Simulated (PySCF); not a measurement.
# Electronic absorption of C4HNS4

Compound: C4HNS4.
Numbering: `[N:1]#[C:2][c:3]1[s:4][c:5](=[S:6])[s:7][c:8]1[SH:9]` (hydrogens: H10 on S9)

Cartesian coordinates in Å at the GFN2-xTB level; atoms count from 1:
```
atom  x, y, z in Å
N1    -2.4783   -1.7506    0.6710
C2    -1.4881   -1.2151    0.4464
C3    -0.3017   -0.5299    0.1659
S4     1.2303   -1.3842    0.2879
C5     2.2415   -0.0310   -0.1619
S6     3.8605   -0.1176   -0.2563
S7     1.3343    1.4451   -0.5036
C8    -0.2440    0.7789   -0.2024
S9    -1.6069    1.8544   -0.3991
H10   -2.5387    0.9547   -0.0704
```

Theory: TDDFT PBE0/def2-SVPD, vertical, gas phase, core orbitals frozen in the response (PySCF).

Q: Predict the UV-vis stick spectrum at this level.

A: 

```
state  E (eV)  ν̃ (cm⁻¹)       f  main configurations (H = HOMO, L = LUMO)
   S1    2.99      24150  0.0000                               H-1→L (99%)
   S2    3.67      29620   0.127                                 H→L (88%)
   S3    3.91      31550   0.069                               H→L+1 (84%)
   S4    3.92      31600  0.0055                               H→L+2 (92%)
   S5    4.09      32970  0.0003                             H-1→L+1 (98%)
   S6    4.44      35820  0.0082                             H-1→L+2 (93%)
   S7    4.92      39660  0.0005                               H→L+3 (90%)
   S8    4.93      39760   0.109                               H-2→L (87%)
```

Triplets (Tamm–Dancoff): T1 2.39 eV, H→L (91%); T2 2.63 eV, H-1→L (98%); T3 2.80 eV, H→L+1 (91%).

The lowest singlet comes at 414 nm (289 kJ/mol) in the visible; it is dark (f under 0.0005); its leading configuration is HOMO-1→LUMO (99%). The most intense listed level is S2 at 3.67 eV (338 nm, f = 0.127), 0.68 eV above S1. S3/S4 lie within about 0.01 eV of each other. Löwdin shares by element: HOMO sulfur 55% or more, carbon 13% or more (atoms not listed hold the other 32%); LUMO sulfur 58% or more, carbon 35% or more. Of the 8 states listed, 3 reach f = 0.01 and 3 stay under 0.0005. Weighted by f, the mean energy of these states is 4.18 eV. Orbital energies (eV): HOMO-3 -9.27, HOMO-2 -8.40, HOMO-1 -7.33, HOMO -6.96, LUMO -2.68, LUMO+1 -2.32, LUMO+2 -1.72. S1 lies in the visible range (380 to 750 nm), at 414 nm, dark in the vertical dipole picture (f under 0.0005); light of that wavelength is violet, and its complementary colour is yellow-green; a Tamm–Dancoff triplet lies at 519 nm, without intensity as long as spin–orbit coupling is left out. The window holds the lowest 8 singlets.

One conformer stands for the species.
